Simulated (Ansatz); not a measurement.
C2H5AlF2, relaxed with RKS PBE-D4/def2-SVP in Ansatz 0.2.0 from a rough embedded geometry. The force threshold is 0.03 eV/Å; the program also tests the step.

Total charge 0; spin multiplicity 1. The bonds changed during the relaxation, so this is another structure than the one it started from.

Start:

```xyz
10

C     1.066    0.608   -0.416
C     0.272   -0.619   -0.192
F     0.985   -1.444    0.661
Al   -1.579   -0.319    0.601
F    -2.016    1.417    1.019
H     1.203    1.184    0.586
H     2.025    0.417   -0.850
H     0.470    1.329   -1.073
H     0.104   -1.104   -1.215
H    -2.531   -1.470    0.879
```

| step | energy (eV) | largest force (eV/Å) | largest move (Å) |
| --- | --- | --- | --- |
| 1 | -14167.4299 | 3.081 | 0.000 |
| 2 | -14167.8307 | 1.551 | 0.105 |
| 3 | -14167.9303 | 0.284 | 0.127 |
| 4 | -14167.9423 | 0.139 | 0.049 |
| 5 | -14167.9455 | 0.112 | 0.028 |
| 6 | -14167.9511 | 0.159 | 0.076 |
| 7 | -14167.9543 | 0.151 | 0.060 |
| 8 | -14167.9599 | 0.091 | 0.072 |
| 9 | -14167.9744 | 0.351 | 0.195 |
| 10 | -14168.0226 | 0.718 | 0.195 |
| 11 | -14168.0653 | 0.955 | 0.193 |
| 12 | -14168.1063 | 0.728 | 0.157 |
| 13 | -14168.1134 | 0.721 | 0.070 |
| 14 | -14168.1388 | 0.097 | 0.066 |
| 15 | -14168.1401 | 0.042 | 0.014 |
| 16 | -14168.1404 | 0.014 | 0.006 |

End:

```xyz
10

C     1.096    0.717   -0.545
C     0.081   -0.377   -0.478
F     0.287   -1.138    0.943
Al   -1.489   -0.425    0.704
F    -1.685    0.914    1.706
H     0.945    1.491    0.233
H     2.143    0.346   -0.502
H     0.963    1.211   -1.533
H     0.274   -1.198   -1.197
H    -2.615   -1.540    0.671
```

Run time 18 s (4 threads of an Arm Neoverse V1 on a shared host); peak host memory 0.14 GiB.
